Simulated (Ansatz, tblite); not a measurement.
Cost and result up the ladder for BMe2Br (C2H6BBr) (10 atoms). The state is a singlet with charge 0. Geometry: PBE0-D4/def2-SVP.

```xyz
10

B     0.077    0.238   -0.448
C    -1.379   -0.200   -0.090
H    -1.817    0.628    0.501
H    -1.399   -1.086    0.565
H    -2.036   -0.357   -0.956
C     1.311   -0.005    0.477
H     1.709   -1.004    0.210
H     1.033   -0.060    1.541
H     2.132    0.711    0.338
Br    0.369    1.135   -2.138
```

Ansatz on 4 threads of Arm Neoverse V2 on a shared host; xTB runs through tblite on one thread. Times are rough, summed over both states, and most runs start from the orbitals of an earlier one. PBE0-D4/def2-TZVP serves as the yardstick here, not as an exact answer. The other state is a doublet.

The xTB rows come from tblite.

Raw xTB energies of ions are shifted by several eV.

| level | functions | wall time | vertical IE (eV) | difference from PBE0-D4/def2-TZVP (eV) |
| --- | --- | --- | --- | --- |
| GFN2-xTB | 27 | 0.008 s | 14.24 | 4.12 |
| GFN1-xTB | 33 | 0.012 s | 15.12 | 5.00 |
| PBE-D4/def2-TZVP (with forces) | 177 | 4.7 s | 9.83 | -0.29 |
| PBE0-D4/def2-TZVP | 177 | 6.8 s | 10.12 | 0.00 |
| r2SCAN-D4/def2-TZVP | 177 | 10 s | 9.99 | -0.13 |
